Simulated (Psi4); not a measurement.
CHN, charge +1, doublet, at a GFN2-xTB geometry (a state made from the parent by changing its charge; the spin is typed, not shown lowest); PBE/pcseg-1 in Psi4 1.11.

The Psi4 input:
```
memory 2 GB

molecule {
1 2
  C    -0.00000000   -0.00000000   -0.48313248
  N     0.00000000    0.00000000    0.64166810
  H    -0.00000000   -0.00000000   -1.59288180
symmetry c1
}

set basis pcseg-1
set reference uks

energy('pbe')
print_variables()
```

**Question.** Predict the main parts of the log of this Psi4 run.

**Answer.** 
```
   => Loading Basis Set <=

    Name: PCSEG-1
    Role: ORBITAL
    Keyword: BASIS

         ---------------------------------------------------------
                                   SCF
               by Justin Turney, Rob Parrish, Andy Simmonett
                          and Daniel G. A. Smith
                              UKS Reference
         ---------------------------------------------------------

  ==> Geometry <==

    Molecular point group: c1
    Full point group: C_inf_v

    Geometry (in Angstrom), charge = 1, multiplicity = 2:

       Center              X                  Y                   Z               Mass
    ------------   -----------------  -----------------  -----------------  -----------------
         C            0.000000000000     0.000000000000    -0.541715868025    12.000000000000
         N            0.000000000000     0.000000000000     0.583084711975    14.003074004430
         H            0.000000000000     0.000000000000    -1.651465188025     1.007825032230

  Running in c1 symmetry.

  Rotational constants: A = ************  B =      1.52820  C =      1.52820 [cm^-1]
  Rotational constants: A = ************  B =  45814.32565  C =  45814.32565 [MHz]
  Nuclear repulsion =   24.278227424214339

  Charge       = 1
  Multiplicity = 2
  Electrons    = 13
  Nalpha       = 7
  Nbeta        = 6

  ==> Algorithm <==

  SCF Algorithm Type is DF.
  DIIS enabled.
  MOM disabled.
  Fractional occupation disabled.
  Guess Type is SAD.
  Energy threshold   = 1.00e-06
  Density threshold  = 1.00e-06
  Integral threshold = 1.00e-12

  ==> Primary Basis <==

  Basis Set: PCSEG-1
    Blend: PCSEG-1
    Number of shells: 15
    Number of basis functions: 33
    Number of Cartesian functions: 35
    Spherical Harmonics?: true
    Max angular momentum: 2

  ==> DFT Potential <==

   => LibXC <=

    Version 7.1.2
    S. Lehtola, C. Steigemann, M. J. T. Oliveira, and M. A. L. Marques,  SoftwareX 7, 1–5 (2018) (10.1016/j.softx.2017.11.002)

   => Composite Functional: PBE <=

    PBE GGA Exchange-Correlation Functional

    J.P. Perdew et. al., Phys. Rev. Lett., 77(18), 3865-3868, 1996

    Deriv               =              1
    GGA                 =           TRUE
    Meta                =          FALSE

    Exchange Hybrid     =          FALSE
    MP2 Hybrid          =          FALSE

   => Exchange Functionals <=

    1.0000     XC_GGA_X_PBE

   => Correlation Functionals <=

    1.0000     XC_GGA_C_PBE

   => LibXC Density Thresholds  <==

    XC_GGA_C_PBE:  1.00E-12
    XC_GGA_X_PBE:  1.00E-15

   => Molecular Quadrature <=

    Radial Scheme          =       TREUTLER
    Pruning Scheme         =           NONE
    Nuclear Scheme         =       TREUTLER

    Blocking Scheme        =         OCTREE
    BS radius alpha        =              1
    Pruning alpha          =              1
    Radial Points          =             75
    Spherical Points       =            302
    Total Points           =          65373
    Total Blocks           =            554
    Max Points             =            256
    Max Functions          =             33
    Weights Tolerance      =       1.00E-15

   => Loading Basis Set <=

    Name: (PCSEG-1 AUX)
    Role: JKFIT
    Keyword: DF_BASIS_SCF

  ==> Integral Setup <==

  SCF_SUBTYPE=INCORE selected. In-core MEM_DF algorithm will be used.
  Using in-core AOs.

  ==> MemDFJK: Density-Fitted J/K Matrices <==

    J tasked:                   Yes
    K tasked:                    No
    wK tasked:                   No
    Algorithm:                 Core
    Schwarz Cutoff:           1E-12
    Mask sparsity (%):       0.0000
    Fitting Condition:        1E-10

   => Auxiliary Basis Set <=

  Basis Set: (PCSEG-1 AUX)
    Blend: DEF2-UNIVERSAL-JKFIT
    Number of shells: 56
    Number of basis functions: 170
    Number of Cartesian functions: 202
    Spherical Harmonics?: true
    Max angular momentum: 4

  Minimum eigenvalue in the overlap matrix is 8.8314282694E-03.
[...]

   -------------------------
    Irrep   Nso     Nmo
   -------------------------
     A         33      33
   -------------------------
    Total      33      33
   -------------------------

  ==> Iterations <==

                           Total Energy        Delta E     RMS |[F,P]|

   @DF-UKS iter SAD:   -92.81360028104953   -9.28136e+01   0.00000e+00
   @DF-UKS iter   1:   -92.74385703825726    6.97432e-02   7.78951e-03 ADIIS/DIIS
   @DF-UKS iter   2:   -92.51566269113083    2.28194e-01   2.23103e-02 ADIIS/DIIS
   @DF-UKS iter   3:   -92.76242051382452   -2.46758e-01   5.02436e-03 ADIIS/DIIS
   @DF-UKS iter   4:   -92.73606178740454    2.63587e-02   9.31945e-03 ADIIS/DIIS
   @DF-UKS iter   5:   -92.75065560389916   -1.45938e-02   7.61220e-03 ADIIS/DIIS
   @DF-UKS iter   6:   -92.77817121497132   -2.75156e-02   1.98810e-03 ADIIS/DIIS
   @DF-UKS iter   7:   -92.78020757074071   -2.03636e-03   1.07803e-04 ADIIS/DIIS
   @DF-UKS iter   8:   -92.78021354103504   -5.97029e-06   9.48834e-05 DIIS
   @DF-UKS iter   9:   -92.78021929585879   -5.75482e-06   3.66916e-05 DIIS
   @DF-UKS iter  10:   -92.78022020787714   -9.12018e-07   3.91683e-06 DIIS
   @DF-UKS iter  11:   -92.78022021550534   -7.62820e-09   1.66312e-06 DIIS
   @DF-UKS iter  12:   -92.78022021697899   -1.47365e-09   2.84532e-07 DIIS
  Energy and wave function converged.

  ==> Post-Iterations <==

   Electrons on quadrature grid:
      Nalpha   =    7.0000001569 ; deviation = 1.569e-07
      Nbeta    =    6.0000001463 ; deviation = 1.463e-07
      Ntotal   =   13.0000003033 ; deviation = 3.033e-07

   @Spin Contamination Metric:   1.554082848E-02
   @S^2 Expected:                7.500000000E-01
   @S^2 Observed:                7.655408285E-01
   @S   Expected:                5.000000000E-01
   @S   Observed:                5.000000000E-01

    Orbital Energies [Eh]
    ---------------------

    Alpha Occupied:

[...]
       7A     -0.721804

    Alpha Virtual:

[...]
    Beta Occupied:

[...]
    Beta Virtual:

[...]
    Final Occupation by Irrep:
              A
    DOCC [     6 ]
    SOCC [     1 ]
    NA   [     7 ]
    NB   [     6 ]

  @DF-UKS Final Energy:   -92.78022021697899

   => Energetics <=

    Nuclear Repulsion Energy =             24.2782274242143394
    One-Electron Energy =                -167.8999785704478995
    Two-Electron Energy =                  62.9876082519614613
    DFT Exchange-Correlation Energy =     -12.1460773227069083
    Empirical Dispersion Energy =           0.0000000000000000
    VV10 Nonlocal Energy =                  0.0000000000000000
    Total Energy =                        -92.7802202169789894

  UHF NO Occupations:
  HONO-2 :    5  A 1.9962629
  HONO-1 :    6  A 1.9962628
  HONO-0 :    7  A 1.0000000
  LUNO+0 :    8  A 0.0037372
  LUNO+1 :    9  A 0.0037371
  LUNO+2 :   10  A 0.0002165
  LUNO+3 :   11  A 0.0000935

Computation Completed

Properties will be evaluated at   0.000000,   0.000000,   0.000000 [a0]

Properties computed using the SCF density matrix

 Multipole Moments:

 ------------------------------------------------------------------------------------
     Multipole            Electronic (a.u.)      Nuclear  (a.u.)        Total (a.u.)
 ------------------------------------------------------------------------------------

 L = 1.  Multiply by 2.5417464519 to convert [e a0] to [Debye]
 Dipole X            :          0.0000000            0.0000000            0.0000000
 Dipole Y            :         -0.0000000            0.0000000           -0.0000000
 Dipole Z            :          0.7790710           -1.5498918           -0.7708208
 Magnitude           :                                                    0.7708208

 ------------------------------------------------------------------------------------

  Variable Map:
  ----------------------------------------------------------------------------
[...]
  Array Variable Map:
  ----------------------------------------------------------------------------
[...]
[...]
```
